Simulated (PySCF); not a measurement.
Computed IR spectrum (relative IR intensity) of a molecule C₄H₅Cl. The structure is a stationary point at PBE-D3(BJ)/def2-SVP. The values are those of a single conformer. Calculation: PBE-D3(BJ)/def2-SVP in PySCF. Frequencies are harmonic and unscaled.

Lines under 2 % of the strongest are left out, and lines within 2 cm⁻¹ are merged.

ν (cm⁻¹): 398 (w), 489 (m), 742 (m), 843 (m), 860 (vs), 897 (m), 917 (w), 1120 (m), 1136 (vw), 1171 (m), 1243 (vs), 1386 (vw), 1618 (vs), 2976 (s), 2991 (m), 3032 (m), 3052 (m), 3160 (w) (against the strongest line: vs over 80 %, s over 45 %, m over 15 %, w over 4 %, vw less)

Task: Which molecule gave these data?
A) C=CC(=C)Cl
B) CC=C=CCl
C) ClC1=CCC1
D) C=C=CCCl

Result: C, ClC1=CCC1
